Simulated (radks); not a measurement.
Charge is removed step by step from the 3d level of Cr, starting from [Ar] 3d5 4s1. Method: non-relativistic Kohn-Sham, PBEsol, spin-unpolarised, spherical densities, point nucleus; computed with a radial shooting solver on a logarithmic mesh with Libxc functionals.

removed (e)  E - E(0) (eV)  eigenvalue (eV)  E minus straight line (eV)
0                    0.000           -3.011                       0.000
0.125                0.445           -4.130                      -0.572
0.25                 1.036           -5.330                      -0.999
0.375                1.781           -6.606                      -1.271
0.5                  2.690           -7.955                      -1.379
0.625                3.773           -9.372                      -1.314
0.75                 5.036          -10.855                      -1.068
0.875                6.489          -12.400                      -0.632
1                    8.139          -14.006                       0.000

Removing the whole electron costs 8.139 eV by Delta-SCF, against 3.011 eV from minus the eigenvalue at the starting occupation. Slater's transition state (half an electron removed) gives 7.955 eV. Integrating minus the eigenvalue over the occupation (Janak's theorem) gives 8.139 eV. The mean slope of the eigenvalue, de/dn, is 11.0 eV per electron.
